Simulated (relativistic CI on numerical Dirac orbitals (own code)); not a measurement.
# Electric-dipole lines of Sb³⁰⁺

Method of calculation: Dirac-Coulomb-Breit CI, separate exchange-only KLI orbitals for each configuration, model QED (radiative potential, 1s self-energy scaled to tabulated hydrogen-like ionisation energies), unscaled Slater integrals (own radial code, finite nucleus).

Configuration list (outside the closed core [Ne]): 3s2 3p6 3d3, 3s2 3p5 3d4, 3s 3p6 3d4, 3s2 3p6 3d2 4s, 3s2 3p6 3d2 4p, 3s2 3p6 3d2 4d, 3s2 3p5 3d3 4s, 3s2 3p6 3d2 4f, 3s2 3p5 3d3 4p, 3s 3p6 3d3 4s, 3p6 3d4 4p, 3p6 3d5, 3p5 3d6, 3p5 3d5 4s, 3p6 3d4 4s, 3p5 3d4 4s2, 3s2 3p6 3d 4s2, 3s2 3p6 4s2 4p, 3s2 3p6 4s2 4d. Double excitations out of closed p, d and f shells are left out; levels of such configurations are missing from the list, as are those of other unlisted configurations, and high levels can miss mixing partners. These lack a partner that the ground configuration has and come out too high: 3s2 3p5 3d3 4p.

```
λ vac (Å)                     Lower                       Upper   A (s⁻¹)  log gf  S velocity/length
   45.404    3s2 3p6 3d3 2G_7/2 [7]   3s2 3p5 3d4 2F°_5/2 [186]  6.49e+11    0.08               0.67
   45.575    3s2 3p6 3d3 4F_7/2 [3]   3s2 3p5 3d4 4D°_5/2 [173]  5.42e+11    0.01               0.67
   45.853    3s2 3p6 3d3 2G_9/2 [5]   3s2 3p5 3d4 4D°_7/2 [174]  4.65e+11    0.07               0.66
   46.072    3s2 3p6 3d3 2G_9/2 [5]   3s2 3p5 3d4 4D°_7/2 [172]  7.43e+11    0.28               0.66
   46.226    3s2 3p6 3d3 4F_3/2 [1]   3s2 3p5 3d4 2P°_1/2 [158]  6.93e+11   -0.35               0.67
   46.296   3s2 3p6 3d3 2F_7/2 [16]   3s2 3p5 3d4 2D°_5/2 [194]  1.07e+12    0.31               0.66
   46.332    3s2 3p6 3d3 2H_9/2 [8]   3s2 3p5 3d4 2G°_7/2 [181]  1.16e+12    0.47               0.66
   46.502  3s2 3p6 3d3 2H_11/2 [12]   3s2 3p5 3d4 2G°_9/2 [188]  1.47e+12    0.68               0.65
   46.814   3s2 3p6 3d3 2G_9/2 [15]   3s2 3p5 3d4 2F°_7/2 [193]  1.47e+12    0.59               0.65
   47.282    3s2 3p6 3d3 4F_3/2 [1]   3s2 3p5 3d4 4D°_1/2 [147]  9.21e+11   -0.21               0.65
   47.593    3s2 3p6 3d3 4P_5/2 [9]   3s2 3p5 3d4 4D°_5/2 [173]  4.38e+11   -0.05               0.67
   47.857  3s2 3p6 3d3 2H_11/2 [12]  3s2 3p5 3d4 2H°_11/2 [178]  1.13e+12    0.67               0.67
   48.184   3s2 3p6 3d3 2F_7/2 [16]   3s2 3p5 3d4 2F°_7/2 [185]  6.98e+11    0.29               0.67
   48.296   3s2 3p6 3d3 2D_5/2 [19]   3s2 3p5 3d4 2D°_5/2 [196]  9.03e+11    0.28               0.67
   48.303   3s2 3p6 3d3 2G_9/2 [15]   3s2 3p5 3d4 2H°_9/2 [183]  7.51e+11    0.42               0.68
   48.641    3s2 3p6 3d3 2H_9/2 [8]   3s2 3p5 3d4 4F°_9/2 [166]  2.47e+11   -0.06               0.67
   48.900    3s2 3p6 3d3 4F_5/2 [2]   3s2 3p5 3d4 4D°_3/2 [144]  4.51e+11   -0.19               0.65
   49.159    3s2 3p6 3d3 2G_9/2 [5]   3s2 3p5 3d4 2H°_9/2 [153]  3.42e+11    0.09               0.67
   49.445   3s2 3p6 3d3 2D_5/2 [19]   3s2 3p5 3d4 2F°_7/2 [195]  5.23e+11    0.19               0.70
   49.914   3s2 3p6 3d3 2G_9/2 [15]  3s2 3p5 3d4 2H°_11/2 [175]  3.45e+11    0.19               0.71
   49.916    3s2 3p6 3d3 2G_9/2 [5]   3s2 3p5 3d4 2G°_9/2 [149]  1.79e+11   -0.17               0.66
   49.990    3s2 3p6 3d3 4P_3/2 [4]   3s2 3p5 3d4 4P°_1/2 [145]  8.67e+11   -0.19               0.65
   50.371    3s2 3p6 3d3 4F_7/2 [3]   3s2 3p5 3d4 4F°_5/2 [139]  3.68e+11   -0.08               0.65
   50.837    3s2 3p6 3d3 4F_7/2 [3]   3s2 3p5 3d4 4F°_7/2 [135]  3.74e+11    0.06               0.67
   51.039    3s2 3p6 3d3 2H_9/2 [8]   3s2 3p5 3d4 2H°_9/2 [153]  3.17e+11    0.09               0.66
   51.695    3s2 3p6 3d3 2G_7/2 [7]   3s2 3p5 3d4 2G°_7/2 [146]  2.71e+11   -0.06               0.66
   55.690    3s2 3p6 3d3 4F_3/2 [1]    3s2 3p5 3d4 4F°_3/2 [94]  3.95e+11   -0.13               0.64
   59.913    3s2 3p6 3d3 4F_7/2 [3]    3s2 3p5 3d4 4G°_9/2 [86]  1.38e+11   -0.13               0.67
   60.148    3s2 3p6 3d3 4F_3/2 [1]    3s2 3p5 3d4 4G°_5/2 [60]  2.21e+11   -0.14               0.66
   60.914    3s2 3p6 3d3 2G_9/2 [5]   3s2 3p5 3d4 2H°_11/2 [84]  2.03e+11    0.13               0.67
```

Terms are leading LS components. Brackets give the number of a level in order of energy, since labels repeat. The list gives strong lines, with weight on those to low levels, among the lowest 200 of 2434 levels, so that lines to higher ones, which can be the strongest, are missing. Levels whose partners in the same complex of configurations lie outside the list can be far off, and so can their lines. Rates are taken at the computed energies, electric ones in the length gauge. A velocity-to-length ratio far from 1 marks an uncertain rate.

At this charge energies of transitions that change n are usually good to better than 1 %, and those within a shell (Δn = 0) to a few per cent. Terms inside the open d or f shell come out 10 to 20 % too wide with unscaled integrals.

LS names give the leading component of a level, which can be under half, so a name can repeat, a term be missing and a line seem to break the LS rules.
